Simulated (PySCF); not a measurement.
An unknown is described by computed data only.

Formula: C5H7ClO2.

* UV, strongest line: among the 6 lowest singlet transitions: S2 at 5.26 eV (235 nm, f = 0.204) [TDDFT PBE0/def2-SVPD]
* 1H NMR: chemical shifts (computed TMS as zero) by class: 6.92 (1 H), 4.02 (3 H), 2.66 (3 H) ppm [GIAO PBE0/pcSseg-1]
* Polarisability: 84.1 au [PBE0/def2-SVPD]
* UV, first state: lowest singlet excitation: 4.81 eV (258 nm, f = 0.001) [TDDFT PBE0/def2-SVPD]
* 13C NMR: chemical shifts (computed TMS as zero) by class: 170.2 (1 C), 155.0 (1 C), 132.6 (1 C), 53.4 (1 C), 18.7 (1 C) ppm [GIAO PBE0/pcSseg-1]
* Rotational structure: rotational constants A, B, C: 2.076, 1.489, 0.877 GHz [GFN2-xTB]
* Triplet: lowest triplet excitation (Tamm–Dancoff): 3.38 eV [TDA PBE0/def2-SVPD]
* Dipole: 0.41 D [PBE0/def2-SVPD]
* NMR, other nuclei: isotropic shieldings of nuclei other than C and H, by class: -77 (1 O), 133 (1 O), 715 (1 Cl) ppm [GIAO PBE0/pcSseg-1]

The electronic properties come from PySCF, for the isolated species, density fitting. Levels stand in brackets. NMR shifts are as computed; neighbouring signals can stand in another order in a measured spectrum. The structure is a single GFN2-xTB conformer in the gas phase; no vibrational or solvent corrections. Each NMR value is the plain mean over a class of atoms that symmetry, rotation or inversion makes alike.

**Question.** What is the compound? Reason from the data.

**Answer.** Numbering: `[CH3:1]/[CH:2]=[C:3](/[Cl:4])[C:5](=[O:6])[O:7][CH3:8]`. Its formula, C5H7ClO2, gives 2 degrees of unsaturation: 0 rings and 2 π bonds in the structure found. 5 carbons fall into 5 classes; from least to most shielded: ester carbonyl carbon [C5] (170.2 ppm), alkene CH carbon [C2] (155.0 ppm), vinylic C–Cl carbon [C3] (132.6 ppm), methoxy carbon [C8] (53.4 ppm), allylic carbon [C1] (18.7 ppm). Hydrogen classes from least to most shielded: 1 H on an alkene CH carbon, C2 (6.92 ppm), 3 H on a methoxy carbon, C8 (4.02 ppm, a mean of values up to 0.8 ppm apart in this geometry), 3 H on an allylic carbon, C1 (2.66 ppm, a mean of values up to 2.6 ppm apart in this geometry). The other shieldings belong to: -77 ppm, ester carbonyl oxygen [O6]; 133 ppm, ester single-bonded oxygen [O7]; 715 ppm, vinyl chlorine [Cl4]. S1 is mainly HOMO−1→LUMO (weight 0.95); the largest Löwdin shares of the orbital it empties are 0.48 on the ester carbonyl oxygen, 0.21 on the vinyl chlorine, 0.11 on the ester single-bonded oxygen and 0.07 on the ester carbonyl carbon, of the orbital it fills 0.27 on the alkene CH carbon, 0.18 on the vinylic C–Cl carbon, 0.17 on the ester carbonyl carbon and 0.14 on the ester carbonyl oxygen. By its constants the optimised geometry is an asymmetric top. Structure: `Cl/C(=C/C)C(=O)OC`. Computed isomers that give other values at the same levels: `CC/C(Cl)=C\C(=O)O` (13C chemical shifts (computed TMS as zero) by class: 180.2 (1 C), 170.0 (1 C), 121.1 (1 C), 32.3 (1 C), 15.9 (1 C) ppm); `C=C(Cl)C(=O)OCC` (13C chemical shifts (computed TMS as zero) by class: 168.2 (1 C), 143.6 (1 C), 134.0 (1 C), 65.3 (1 C), 15.8 (1 C) ppm); `COC1=C(Cl)OCC1` (13C chemical shifts (computed TMS as zero) by class: 136.9 (1 C), 128.8 (1 C), 66.1 (1 C), 59.1 (1 C), 37.3 (1 C) ppm). The assignments are read from this structure; whether some other isomer fits the data as well wasn't checked.

The values belong to the conformer `[CH3:1]/[CH:2]=[C:3](/[Cl:4])[C:5](=[O:6])[O:7][CH3:8]`: C2–C3–C5–O6 -4°, C3–C5–O7–C8 179°.
